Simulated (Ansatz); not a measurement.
Species: sum formula H₃BNO, charge 0, multiplicity 2. It need not be the lowest isomer of its formula. 
Geometry from a B3LYP-D3(BJ)/def2-TZVP (Ansatz, an electronic-structure program) optimisation:
```xyz
6

N     -1.1987    -0.0602    -0.0307
B      0.0683     0.2387     0.4729
O      1.2733     0.0016    -0.0924
H     -2.0408     0.1587     0.4711
H     -1.3644    -0.5115    -0.9221
H      1.2688    -0.4316    -0.9596
```
Charge 0, spin multiplicity 2.

Dipole moments at this geometry, in debye (magnitudes).

```
level                program  dipole (D)
-------------------  -------  ----------
PBE/def2-TZVPD        Ansatz        2.92
r2SCAN/def2-TZVPD     Ansatz        2.98
B97M-V/def2-TZVPD     Ansatz        2.86
PBE0/def2-TZVPD       Ansatz        3.01
BHLYP/def2-TZVPD      Ansatz        3.00
r2SCANh/def2-TZVPD    Ansatz        3.00
HSE06/def2-TZVPD      Ansatz        3.00
LC-wPBE/def2-TZVPD    Ansatz        3.12
wB97M-V/def2-TZVPD    Ansatz        3.04
CCSD(T)/aug-cc-pVDZ   Ansatz  (withheld)
```

**Question.** What belongs in the gaps?

**Answer.** 
- CCSD(T)/aug-cc-pVDZ, dipole (D): 3.01
